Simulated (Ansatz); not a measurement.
Relaxation of AlH$_{4}$NO$_{2}$ (8 atoms, charge 0, multiplicity 1), to a largest force component of 0.015 eV/Å in at most 40 steps.

Level of theory: Ansatz, RKS B3LYP-D4/def2-SVPD.

```xyz
8
Properties=species:S:1:pos:R:3:forces:R:3
N -0.298 1.536 0.174 -2.36 -0.23 -1.01
Al 0.140 -0.201 -0.335 0.83 0.02 -0.50
O 1.840 -0.570 -0.831 -0.35 -0.34 3.04
O -1.040 -1.522 -0.323 0.86 0.49 1.13
H -1.121 1.861 -0.492 1.98 -0.59 1.70
H -0.746 1.541 1.124 0.42 0.13 -0.98
H 2.346 -0.814 0.036 -0.97 0.60 -2.49
H -1.029 -1.888 0.591 -0.41 -0.09 -0.89
```

Where does it end, and by what steps?

The forces met the threshold. After 11 steps the energy has fallen by 1.355 eV; H5 moved furthest, 1.37 Å.

```
step  energy less start (eV)  largest force component (eV/Å)  accepted
   0                  0.0000                           3.039       yes
   1                 -0.3670                           1.911       yes
   2                 -0.6638                           0.479       yes
   3                 -0.7967                           0.296       yes
   4                 -0.8887                           0.879       yes
   5                 -1.0093                           0.683       yes
   6                 -1.1611                           0.432       yes
   7                 -1.2790                           0.342       yes
   8                 -1.3496                           0.159       yes
   9                 -1.3516                           0.159       yes
  10                 -1.3545                           0.043       yes
  11                 -1.3546                           0.005       yes
```

```xyz
8
Properties=species:S:1:pos:R:3
N -0.466 1.384 0.161
Al 0.031 -0.307 -0.018
O 1.599 -0.797 -0.510
O -1.140 -1.504 0.325
H 0.116 2.194 -0.007
H -1.393 1.666 0.453
H 2.348 -0.241 -0.728
H -1.002 -2.451 0.269
```

The run took 36 s on 2 threads of Intel(R) Xeon(R) Platinum 8259CL CPU @ 2.50GHz (Skylake/Cascade Lake) (shared host), peak memory 0.26 GiB.
